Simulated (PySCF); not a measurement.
CH₁₀O₂Si₃, SMILES [Si@H]([SiH2][SiH3])(O)CO.

Geometry optimised at B3LYP-D3(BJ)/def2-SVP. The structure was generated by enumeration; whether it is a known compound was not checked. The values are those of a single conformer.

Level of theory: TDA-PBE/def2-SVPD (PySCF).

Vertical excitations. 

Computed lowest excited states:
```csv
state,energy (eV),λ (nm),f,main pairs
S1,5.51,225,0.013,HOMO→LUMO 91 %
S2,5.72,217,0.007,HOMO−1→LUMO 94 %
S3,5.83,213,0.008,HOMO→LUMO+1 91 %
S4,5.90,210,0.012,HOMO−2→LUMO 93 %
S5,6.08,204,0.007,HOMO−1→LUMO+1 96 %
S6,6.21,200,0.007,"HOMO−2→LUMO+1 67 %, HOMO→LUMO+2 18 %"
T1,5.14,241,0,HOMO→LUMO 94 %
T2,5.49,226,0,HOMO→LUMO+1 86 %
```
Triplets are in the Tamm–Dancoff approximation.
